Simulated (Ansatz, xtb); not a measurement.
C5H5ClF2: which of two isomers lies lower

We compare X, `FC=C1CC(F)(Cl)C1`, a singlet, with Y, `C=CC(=C)C(F)(F)Cl`, a singlet. Both are isolated molecules in the gas phase, relaxed with PBE-D3(BJ)/def2-SVP, each in the lowest conformer that the search found.

Estimate which is lower in electronic energy at CCSD(T)/def2-SVP + ΔMP2/def2-TZVPP, and by roughly how much.

The CCSD(T)/def2-SVP + ΔMP2/def2-TZVPP calculation puts structure Y lower, by 10.0 kcal/mol.

The same difference at several levels:

```csv
level,geometry,E(Y) − E(X) (kcal/mol),departure from the last row (kcal/mol),"job, with rough time for the two"
GFN2-xTB,GFN2-xTB,+13.7,+23.7,"optimisation, 0.16 s"
HF/STO-3G,GFN2-xTB,+20.9,+30.8,"single point, 0.36 s"
r2SCAN-D4/def2-SVP,GFN2-xTB,−10.0,0.0,"single point, 4.1 s"
PBE-D3(BJ)/def2-SVP,PBE-D3(BJ)/def2-SVP,−7.2,+2.8,"optimisation, 30 s"
HF/def2-SVP,PBE-D3(BJ)/def2-SVP,−10.2,−0.3,part of the CCSD(T) run
MP2/def2-SVP,PBE-D3(BJ)/def2-SVP,−9.8,+0.2,part of the CCSD(T) run
CCSD(T)/def2-SVP,PBE-D3(BJ)/def2-SVP,−11.4,−1.4,single point
CCSD(T)/def2-SVP + ΔMP2/def2-TZVPP,PBE-D3(BJ)/def2-SVP,−10.0,,"single point, 86 s"
```

As drawn, Y has 1 C=C in place of 2 C–C. Structure X has a 4-membered ring, Y no ring.

GFN2-xTB, HF/STO-3G put the two in the other order. The largest departure from CCSD(T)/def2-SVP + ΔMP2/def2-TZVPP is that of HF/STO-3G, 30.8 kcal/mol. The last row adds to CCSD(T) the change of the MP2 difference between the two basis sets, here +1.4 kcal/mol.

With thermal terms from frequencies at re-optimised GFN2-xTB minima (ideal gas, soft modes damped towards free rotors, one conformer each, 298.15 K, 1 atm): on the last row, ΔE + ΔZPE = −11.2, ΔH = −10.8, ΔG = −11.5 kcal/mol.

The correlated steps freeze 12 core orbitals. Programs: Ansatz 0.2.0, xtb 6.7.1; the last row on 4 threads of Arm Neoverse V2 on a shared host.
